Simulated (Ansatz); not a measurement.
`CO[Si]1(F)CO1` and `F[Si]1(Cl)CO1` differ in one atom or group.

Ansatz, PBE0-D4/def2-TZVP geometries, multiplicity 1. Each molecule was computed in one conformer, which needn't be the lowest.

```tsv
property	`CO[Si]1(F)CO1`
HOMO–LUMO gap (B3LYP/def2-TZVPP) / eV	7.57
HOMO–LUMO gap (ωB97M-V/def2-TZVPP) / eV	12.18
size of the dipole moment (ωB97M-V/def2-TZVPP) / D	2.69
LUMO energy (B3LYP/def2-TZVPP) / eV	0.05
HOMO energy (ωB97M-V/def2-TZVPP) / eV	-10.04
HOMO energy (B3LYP/def2-TZVPP) / eV	-7.52
```

Task: Give the same properties after the change, and the shifts. (Best estimate.)

Result: Ansatz gave: 
```tsv
property	`F[Si]1(Cl)CO1`	shift
HOMO–LUMO gap (B3LYP/def2-TZVPP) / eV	7.51	-0.06
HOMO–LUMO gap (ωB97M-V/def2-TZVPP) / eV	12.24	0.06
size of the dipole moment (ωB97M-V/def2-TZVPP) / D	1.69	-1.00
LUMO energy (B3LYP/def2-TZVPP) / eV	-0.55	-0.60
HOMO energy (ωB97M-V/def2-TZVPP) / eV	-10.55	-0.51
HOMO energy (B3LYP/def2-TZVPP) / eV	-8.06	-0.54
```

With PBE0 the HOMO falls by 0.54 eV and the LUMO falls by 0.62 eV, so the gap narrows by about 0.08 eV. PBE moves the HOMO by -0.57 eV and ωB97M-V by -0.51 eV. Dipoles are sizes alone; their direction can turn.

B3LYP here is the variant with VWN-RPA as its local correlation; programs differ in this.
